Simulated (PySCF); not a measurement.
This PySCF input asks for the NMR shieldings of `C1CC=C(Cl)CC1`, C$_{6}$H$_{9}$Cl; the geometry comes from GFN2-xTB.

```python
import basis_set_exchange as bse
import numpy as np
from pyscf import gto, dft
from pyscf.prop import nmr

atoms = """
Cl    2.707291    1.674841    0.478488
C     1.201818    0.840764    0.220580
C     0.079932    1.521801    0.056615
C    -1.239628    0.852309   -0.180451
C    -1.065108   -0.609026   -0.583547
C    -0.068643   -1.288159    0.348890
C     1.310504   -0.650372    0.188474
H     0.076824    2.600690    0.102576
H    -1.831743    0.917741    0.738332
H    -1.786484    1.396993   -0.953425
H    -2.028283   -1.120599   -0.548396
H    -0.691343   -0.661949   -1.607730
H    -0.405446   -1.172117    1.380652
H    -0.006827   -2.355378    0.131075
H     1.756714   -0.952431   -0.764358
H     1.982822   -0.986164    0.980814
"""
names = dict.fromkeys(["Cl", "C", "H"], "pcSseg-1")
basis = {el: gto.basis.parse(bse.get_basis(n, elements=[el], fmt="nwchem")) for el, n in names.items()}
mol = gto.M(atom=atoms, basis=basis, charge=0, verbose=0)
mf = dft.RKS(mol, xc="PBE0")
mf.grids.level = 2
mf.grids.alignment = dft.numint.BLKSIZE   # the property module wants whole blocks of grid points
mf.conv_tol = 1e-9
mf.kernel()

calc = nmr.RKS(mf)   # GIAO
C = mf.mo_coeff
Co = C[:, mf.mo_occ > 0]
resp = mf.gen_response(singlet=True, hermi=2)
def vind(x):   # induced exchange potential for any number of trial vectors
    d = np.einsum("pi,xij,qj->xpq", C, 2 * x.reshape(-1, C.shape[1], Co.shape[1]), Co, optimize=True)
    return np.einsum("xpq,pi,qj->xij", resp(d - d.transpose(0, 2, 1)), C, Co, optimize=True).ravel()
mo1, _ = nmr.rhf.solve_mo1(calc, with_cphf=vind)
sigma = calc.kernel(mo1)
for i, s in enumerate(sigma):   # ppm
    w = np.linalg.eigvalsh((s + s.T) / 2)
    print("%2d %-2s iso %8.1f  s11 %8.1f  s22 %8.1f  s33 %8.1f" % (i, mol.atom_pure_symbol(i), w.mean(), *w))
```

Q: What are the results?

A: 
```
 0 Cl iso    690.9  s11    510.6  s22    555.9  s33   1006.3
 1 C  iso     42.0  s11    -59.3  s22     78.2  s33    107.0
 2 C  iso     54.8  s11    -47.6  s22     66.7  s33    145.3
 3 C  iso    156.4  s11    148.5  s22    158.7  s33    161.8
 4 C  iso    161.7  s11    155.7  s22    163.0  s33    166.2
 5 C  iso    159.4  s11    156.2  s22    158.6  s33    163.3
 6 C  iso    150.1  s11    138.5  s22    145.7  s33    166.1
 7 H  iso     25.7  s11     22.5  s22     25.2  s33     29.2
 8 H  iso     29.4  s11     25.5  s22     27.2  s33     35.6
 9 H  iso     29.5  s11     24.8  s22     27.5  s33     36.2
10 H  iso     30.0  s11     25.2  s22     27.9  s33     36.9
11 H  iso     30.4  s11     26.7  s22     28.2  s33     36.2
12 H  iso     30.2  s11     26.4  s22     28.5  s33     35.7
13 H  iso     29.9  s11     24.8  s22     28.0  s33     36.8
14 H  iso     29.3  s11     25.4  s22     28.4  s33     34.2
15 H  iso     29.6  s11     24.5  s22     29.8  s33     34.5
```

These numbers come from an equivalent density-fitted implementation of the same equations, which agrees with the script to about 0.01 ppm for H and up to a few tenths of a ppm for heavy atoms, so last digits may differ.

Q: Turn these shieldings into chemical shifts. Referencing at the same level of theory: HCl for ³⁵Cl (949.78 ppm); TMS for ¹³C (186.93 ppm), ¹H (31.72 ppm).

A: Averaging equivalent atoms: Cl 0: 259; C 1: 144.9; C 2: 132.1; C 6: 36.8; C 3: 30.6; C 5: 27.6; C 4: 25.3; H 7: 6.05; H 14/15: 2.26; H 8/9: 2.25; H 12/13: 1.68; H 10/11: 1.54 ppm. 

Size and cost of the density-fitted run: 171 basis functions, 67 s wall time on 1 thread of an Intel Xeon, shared host; peak memory 0.77 GiB.
